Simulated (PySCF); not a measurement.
Atomic charges by several schemes

C7H5N2P.
Geometry (GFN2-xTB, Å), atoms numbered from 1 in this order:
```
atom  x, y, z in Å
C1    -3.417   -0.354    0.716
C2    -2.541   -0.553   -0.074
C3    -1.455   -0.746   -1.017
N4    -0.306    0.060   -0.665
C5    -0.321    1.397   -0.518
P6     1.221    2.029   -0.088
C7     1.775    0.336   -0.150
C8     3.094   -0.068    0.114
C9     4.233   -0.367    0.353
N10    0.845   -0.540   -0.464
H11   -4.193   -0.199    1.405
H12   -1.125   -1.789   -1.004
H13   -1.796   -0.488   -2.028
H14   -1.243    1.930   -0.666
H15    5.224   -0.641    0.559
```

Density: PBE0/pcSseg-1 (PySCF); schemes: Mulliken, IAO, Hirshfeld and ESP-fitted. The structure is a single GFN2-xTB conformer in the gas phase; no vibrational or solvent corrections.

Q: For which atoms does the sign change between the 4 schemes (beyond +0.03 e in one, beyond −0.03 e in another)?

A: C2, C3, N4, P6, C7 and C8. Atomic charges aren't observables, and each scheme defines them in its own way.

Q: At which atom do the 4 schemes differ most?

A: At N4: from -0.402 (Mulliken) to +0.411 e (ESP-fitted), 0.813 e apart.

Q: Which atoms carry the lowest charge in the Mulliken, IAO, Hirshfeld and ESP-fitted schemes?

A: The schemes don't all agree: Mulliken N4 (-0.402); IAO C5 (-0.327); Hirshfeld N10 (-0.116); ESP-fitted C1 (-0.532).

Q: What partial charge does each atom carry?

A: In e:

| atom | environment | Mulliken | IAO | Hirshfeld | ESP-fitted |
| --- | --- | --- | --- | --- | --- |
| C1 | terminal alkyne carbon | -0.303 | -0.212 | -0.095 | -0.532 |
| C2 | alkyne carbon | +0.075 | -0.043 | -0.043 | +0.156 |
| C3 | sp3 carbon bound to nitrogen | +0.168 | -0.171 | +0.009 | -0.238 |
| N4 | pyrrole-type nitrogen | -0.402 | +0.075 | +0.058 | +0.411 |
| C5 | aromatic CH next to a ring nitrogen | -0.095 | -0.327 | -0.073 | -0.291 |
| P6 | phosphorus bonded to 2 C | +0.375 | +0.278 | +0.044 | -0.123 |
| C7 | substituted aromatic carbon | -0.298 | -0.130 | -0.023 | +0.357 |
| C8 | alkyne carbon | +0.470 | -0.021 | -0.057 | -0.034 |
| C9 | terminal alkyne carbon | -0.379 | -0.221 | -0.100 | -0.385 |
| N10 | pyridine-type nitrogen | -0.173 | -0.208 | -0.116 | -0.512 |
| H11 | alkyne hydrogen | +0.056 | +0.209 | +0.100 | +0.351 |
| H12 | methylene hydrogen | +0.174 | +0.206 | +0.074 | +0.187 |
| H13 | methylene hydrogen | +0.170 | +0.181 | +0.070 | +0.133 |
| H14 | aromatic hydrogen | +0.119 | +0.180 | +0.057 | +0.221 |
| H15 | alkyne hydrogen | +0.044 | +0.205 | +0.095 | +0.299 |

Mean size of the charges over all atoms: ESP-fitted 0.282 e, Mulliken 0.220 e, IAO 0.178 e, Hirshfeld 0.068 e. Each set sums to the total charge, 0, to within 0.001 e. The ESP scheme is a least-squares fit of atom-centred charges to the potential on four shells outside the van der Waals surface, with the total charge fixed.

Q: How many electrons does the Mulliken scheme count on P6?

A: Z − q = 15 − (+0.375) = 14.625.

Q: Sum the charges by element, for elements with more than one atom.

A: 
| element | atoms | Mulliken | IAO | Hirshfeld | ESP-fitted |
| --- | --- | --- | --- | --- | --- |
| C | 7 | -0.362 | -1.126 | -0.382 | -0.967 |
| N | 2 | -0.576 | -0.133 | -0.058 | -0.101 |
| H | 5 | +0.564 | +0.980 | +0.396 | +1.191 |
